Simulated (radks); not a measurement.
Results of a calculation; reference values are marked as such.
Problem. The iron ion Fe8+ is in [Ar]. Code: a radial shooting solver on a logarithmic mesh with Libxc functionals. Model: non-relativistic Kohn-Sham, PBE, spin-polarised, spherical densities, point nucleus. Open shells are filled with parallel spins first. One electron is removed from 3s, 2p, 3p, 2s in turn, with full relaxation. Which removal costs least, and what does each cost?

Solution. 3p 233.79 eV; 3s 267.62 eV; 2p 920.36 eV; 2s 1025.7 eV. The 3p electron leaves first.
